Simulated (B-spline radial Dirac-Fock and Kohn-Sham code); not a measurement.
**Magnetic form factor of the 3d shell of Mn**

System: neutral manganese in the configuration 1s2 2s2 2p6 3s2 3p6 3d4 4s2 4p1 (an excited configuration).

The run's input, task.json:

```json
{"items": [{
  "Z": 25,
  "q": 0,
  "cfg": [[1, 0, 2], [2, 0, 2], [2, 1, 6], [3, 0, 2], [3, 1, 6], [3, 2, 4], [4, 0, 2], [4, 1, 1]],
  "A": 55,
  "rrms": 3.7057,
  "do": ["scatter"],
  "s": [0.0, 0.05, 0.1, 0.15, 0.2, 0.25, 0.3, 0.35, 0.4, 0.45, 0.5, 0.6, 0.7, 0.8, 0.9, 1.0, 1.1, 1.2, 1.4, 1.6, 1.8, 2.0, 2.5, 3.0, 3.5, 4.0, 5.0, 6.0],
  "pz": [0, 0.1, 0.15, 0.22, 0.32, 0.47, 0.68, 1.0, 1.5, 2.2, 3.2, 4.7, 6.9, 10.0, 15.0, 22.0, 32.0, 47.0, 69.0, 100.0, 150.0],
  "hv_scatter": [1000, 5000, 8047.8, 10000, 17479.3, 20000, 50000, 200000]
}]}
```

Launch: `python xray_run.py task.json out`

The computed values come from a B-spline atomic structure program: Dirac-Fock orbitals of the configuration average with a finite nucleus. ⟨j_K⟩ is the integral of the 3d radial density with the spherical Bessel function j_K(4πsr), s = sin θ/λ.

```
s (Å⁻¹)     ⟨j0⟩    ⟨j2⟩    ⟨j4⟩
      0   1.0000  0.0000  0.0000
   0.05   0.9739  0.0103  0.0001
    0.1   0.9011  0.0383  0.0009
   0.15   0.7955  0.0764  0.0038
    0.2   0.6736  0.1159  0.0099
   0.25   0.5504  0.1501  0.0193
    0.3   0.4360  0.1753  0.0310
   0.35   0.3360  0.1904  0.0437
    0.4   0.2523  0.1964  0.0563
   0.45   0.1846  0.1947  0.0676
    0.5   0.1313  0.1876  0.0770
    0.6   0.0589  0.1633  0.0893
    0.7   0.0189  0.1343  0.0935
    0.8  -0.0015  0.1065  0.0915
    0.9  -0.0107  0.0823  0.0855
      1  -0.0138  0.0626  0.0775
    1.1  -0.0138  0.0470  0.0686
    1.2  -0.0124  0.0349  0.0598
    1.4  -0.0086  0.0189  0.0440
    1.6  -0.0054  0.0101  0.0315
```

Radial moments of the shell: ⟨r²⟩ = 1.441, ⟨r⁴⟩ = 4.826, ⟨r⁶⟩ = 31.93 in powers of bohr.
